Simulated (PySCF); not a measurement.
selenium hexafluoride (F6Se), SMILES F[Se](F)(F)(F)(F)F. Geometry: B3LYP-D3(BJ)/def2-SVP.

Computed with B3LYP-D3(BJ)/def2-SVP run with PySCF.

Harmonic wavenumbers (cm⁻¹): 257, 257, 257, 380, 380, 380, 424, 424, 424, 658, 658, 691, 778, 778, 778. Rotational constants (GHz): 2.256, 2.256, 2.256; symmetry number 24.

Q: Work out the zero-point energy and the ideal-gas rigid-rotor harmonic-oscillator thermochemistry at 298.15 K and 1 atm.

A: ZPE = ½ Σ hcν = ½ × 7524 cm⁻¹ = 10.76 kcal/mol. H − E(el) = 15.58 kcal/mol. Entropy in cal/(mol K): translation 41.68, rotation 21.41, vibration 12.51, total 75.60. G − E(el) = -6.96 kcal/mol. Cp = 26.73 cal/(mol K).
